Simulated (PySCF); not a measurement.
Excitations are Tamm–Dancoff values on a coarser integration grid. The basis has no diffuse functions, so Rydberg states are missing or too high.

Cartesian coordinates (Å):
SMILES: B1B(C=1)C
```xyz
8

C     -1.1500    -0.0592     0.0062
B      0.2730     0.5055     0.1262
B      1.5893     1.2378     0.2921
C      1.7769    -0.0527    -0.0472
H     -1.6840     0.0432     0.9530
H     -1.7191     0.4918    -0.7453
H     -1.1557    -1.1144    -0.2723
H      2.0698    -1.0520    -0.3127
```
Charge 0, spin multiplicity 1.

### Question
Predict the dipole moment, T1 excitation (TDA), brightest of the four lowest singlets (TDA), HOMO, HOMO–LUMO gap, S1 oscillator strength, S1 excitation (TDA) and total energy from CAM-B3LYP-D3(BJ)/def2-TZVP in PySCF.

### Answer

```yaml
dipole_moment: 0.330 e·Å
T1 excitation (TDA): 2.57 eV
brightest of the four lowest singlets (TDA): 5.78 eV
HOMO: -9.02 eV
HOMO–LUMO gap: 8.03 eV
S1 oscillator strength: 0.005
S1 excitation (TDA): 3.96 eV
total_energy: -3487.64 eV
```
